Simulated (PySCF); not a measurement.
A PySCF script (with the pyscf-properties extension) for the NMR shieldings of SMILES O(BC#C)C, C$_{3}$H$_{5}$BO, on a GFN2-xTB geometry:

```python
import basis_set_exchange as bse
import numpy as np
from pyscf import gto, dft
from pyscf.prop import nmr

atoms = """
C     2.230342   -0.670638    0.316564
C     1.377293    0.174917    0.241753
B     0.266847    1.219073    0.138948
O    -1.007640    0.916315   -0.096618
C    -1.487096   -0.394030   -0.281607
H     2.991455   -1.394028    0.386584
H     0.500209    2.362139    0.267858
H    -1.264711   -1.018172    0.587942
H    -1.029939   -0.853392   -1.162108
H    -2.567878   -0.337530   -0.421843
"""
names = dict.fromkeys(["C", "B", "O", "H"], "pcSseg-1")
basis = {el: gto.basis.parse(bse.get_basis(n, elements=[el], fmt="nwchem")) for el, n in names.items()}
mol = gto.M(atom=atoms, basis=basis, charge=0, verbose=0)
mf = dft.RKS(mol, xc="PBE0")
mf.grids.level = 2
mf.grids.alignment = dft.numint.BLKSIZE   # the property module wants whole blocks of grid points
mf.conv_tol = 1e-9
mf.kernel()

calc = nmr.RKS(mf)   # GIAO
C = mf.mo_coeff
Co = C[:, mf.mo_occ > 0]
resp = mf.gen_response(singlet=True, hermi=2)
def vind(x):   # induced exchange potential for any number of trial vectors
    d = np.einsum("pi,xij,qj->xpq", C, 2 * x.reshape(-1, C.shape[1], Co.shape[1]), Co, optimize=True)
    return np.einsum("xpq,pi,qj->xij", resp(d - d.transpose(0, 2, 1)), C, Co, optimize=True).ravel()
mo1, _ = nmr.rhf.solve_mo1(calc, with_cphf=vind)
sigma = calc.kernel(mo1)
for i, s in enumerate(sigma):   # ppm
    w = np.linalg.eigvalsh((s + s.T) / 2)
    print("%2d %-2s iso %8.1f  s11 %8.1f  s22 %8.1f  s33 %8.1f" % (i, mol.atom_pure_symbol(i), w.mean(), *w))
```

**Question.** What are the results?

**Answer.** 
```
 0 C  iso     78.9  s11      9.7  s22     18.2  s33    208.7
 1 C  iso     95.0  s11     -5.3  s22     -0.4  s33    290.5
 2 B  iso     66.1  s11     45.8  s22     48.4  s33    104.1
 3 O  iso    150.2  s11    -66.1  s22    134.9  s33    381.9
 4 C  iso    129.6  s11    103.6  s22    105.1  s33    180.1
 5 H  iso     29.0  s11     25.0  s22     25.4  s33     36.5
 6 H  iso     27.0  s11     24.7  s22     27.1  s33     29.3
 7 H  iso     27.5  s11     24.4  s22     26.3  s33     31.9
 8 H  iso     27.6  s11     24.5  s22     26.1  s33     32.1
 9 H  iso     27.5  s11     23.9  s22     26.3  s33     32.5
```

These numbers come from an equivalent density-fitted implementation of the same equations, which agrees with the script to about 0.01 ppm for H and up to a few tenths of a ppm for heavy atoms, so last digits may differ.

Size and cost of the density-fitted run: 110 basis functions, 6.7 s wall time on 1 thread of an Arm Neoverse V1, shared host.
